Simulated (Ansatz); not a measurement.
Basis-set extrapolation for `F[SiH2]N[SiH2]` radical (PBE0-D4/def2-TZVP geometry, frozen core, Ansatz). Multiplicity 2, UHF reference.

|  | def2-TZVPP | def2-QZVPP |
| --- | --- | --- |
| HF | -734.844235 | -734.870816 |
| MP2 correlation | -0.685965 | -0.743088 |
| CCSD(T) correlation | -0.747897 | not run |

Energies in hartree. Use E(X) = E(∞) + A·exp(−7.88·√X) for Hartree–Fock and E(X) = E(∞) + B·X^(−2.97) for correlation, with X = 3 and 4, and add CCSD(T) minus MP2 of the smaller set to the MP2 limit.

Task: What is the CCSD(T) energy at the basis-set limit?

Result: HF limit: -734.870816 + (-0.026581) × 0.13774 = -734.87448. MP2 limit: -0.743088 + (-0.057123) × 0.74074 = -0.78540. Higher-order term: -0.747897 − (-0.685965) = -0.06193. Total: -735.72181 hartree, 81.4 kcal/mol below CCSD(T)/def2-TZVPP.
